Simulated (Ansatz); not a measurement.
`[CH3][GeH]([CH3])[SH]` → `[CH3][GeH][CH3]`• + `[SH]`• at 700 K and 1 bar (homolysis of the Ge–S bond).

Program: Ansatz. Geometries: PBE0-D4/def2-TZVP. ΔE: electronic, gas phase. CCSD(T)/CBS is the MP2 limit (def2-TZVPP, def2-QZVPP) plus CCSD(T) − MP2 in def2-TZVPP, frozen cores. This one scheme is used for every species. Open shells (•) are unrestricted, without spin–orbit coupling. For Ge outer-core shells are correlated without core-valence functions, which leaves a few kJ/mol of doubt a bond. Scalar relativity is left out up to krypton. Each species was taken in one conformer, which may not be the lowest.

```tsv
species	CCSD(T)/CBS energy (Eh)	H − E (kJ/mol)	S (J/(mol·K))
`[CH3][GeH]([CH3])[SH]`	-2554.85122	324.4	497.1
`[CH3][GeH][CH3]`•	-2156.39325	275.8	424.3
`[SH]`•	-398.31908	36.7	223.0
```

H − E and S are ideal-gas, rigid-rotor, harmonic terms from PBE0-D4/def2-TZVP, for one conformer and one mirror image of each species, with the whole ground term of open shells counted as degenerate. 1 Eh = 2625.50 kJ/mol, R = 8.31446 J/(mol·K).

Q: By hand: ΔE, ΔH, ΔS and ΔG.

A: ΔE = (-2156.39325) + (-398.31908) − (-2554.85122) = 0.13889 Eh = 364.7 kJ/mol. Δ(H − E) = 275.8 + 36.7 − 324.4 = -11.9, so ΔH = 352.8 kJ/mol. ΔS = 424.3 + 223.0 − 497.1 = 150.2 J/(mol·K). ΔG = 352.8 − 700 × (150.2)/1000 = 247.7 kJ/mol.

Q: By hand: the equilibrium constant, and the temperature at which ΔG would vanish if ΔH and ΔS stayed fixed.

A: log₁₀ K = −ΔG/(RT ln 10) = -18.5. ΔG = 0 at ΔH/ΔS = 2349 K.

The number of gas molecules changes by +1, which sets the sign of ΔS. A doubt of 5 kJ/mol in ΔE shifts log₁₀ K by 0.4 here. Other conformers and mirror images would add mixing entropy, several J/(mol·K) or more a flexible species. These are equilibria of isolated gas molecules and say nothing of rates. Largest T1 diagnostic: 0.011 (customary marks: 0.02 for closed shells, 0.045 for open ones).
